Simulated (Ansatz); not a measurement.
Geometry optimisation, RKS PBE-D4/def2-SVP in Ansatz 0.2.0.

The input (input.yaml):

```yaml
crystal:
  periodic: [false, false, false]
  atoms:
    - { symbol: Si, position_ang: [-0.05158, 1.3426, -0.20077] }
    - { symbol: O, position_ang: [0.39622, 0.34972, 0.97064] }
    - { symbol: Cd, position_ang: [1.3919, -1.35297, 0.68874] }
    - { symbol: S, position_ang: [-0.10396, -3.08337, 0.13366] }
    - { symbol: H, position_ang: [-0.53924, 0.54843, -1.37245] }
    - { symbol: H, position_ang: [-1.12912, 2.15983, 0.35512] }
    - { symbol: H, position_ang: [1.07891, 2.17476, -0.65539] }
    - { symbol: H, position_ang: [0.94307, -3.90295, 0.22691] }
basis:
  gaussian: { orbitals: def2-SVP }
hamiltonian:
  xc: pbe
  dispersion: d4
relax:
  f_tol: 0.015
  max_steps: 40
```

Launched with:

```bash
$ ansatz run input.yaml --threads 2 --pin off --max-ram 3072MiB --backend cpu --events-out ev --progress --plain --runs-dir out
```

Q: Where does it end, and by what steps?

A: It converged. The force dipped under the threshold on the way, but the program's further checks kept it going. After 30 steps the energy has fallen by 1.206 eV; Cd3 moved furthest, 1.26 Å.

```
step  energy less start (eV)  largest force component (eV/Å)  accepted
   0                  0.0000                           2.033       yes
   2                 -0.7034                           0.867       yes
   4                 -1.0108                           0.672       yes
   6                 -1.1711                           0.289       yes
   8                 -1.1825                           0.333       yes
  10                 -1.1953                           0.022       yes
  12                 -1.1720                           0.752        no
  14                 -1.1968                           0.079       yes
  16                 -1.1980                           0.077       yes
  18                 -1.1978                           0.166        no
  20                 -1.2004                           0.054       yes
  22                 -1.2016                           0.062       yes
  24                 -1.2031                           0.103       yes
  26                 -1.2055                           0.010       yes
  28                 -1.2044                           0.350        no
  30                 -1.2064                           0.006       yes
```

```xyz
8
Properties=species:S:1:pos:R:3
Si -0.054 1.547 -0.232
O -0.088 0.305 0.879
Cd 0.167 -1.649 0.631
S 0.385 -3.971 0.462
H -0.935 1.279 -1.433
H -0.542 2.806 0.434
H 1.339 1.805 -0.762
H 1.715 -3.886 0.169
```

Run time: 59 s on 2 threads of Arm Neoverse V2, on a shared host, peak memory 0.15 GiB.
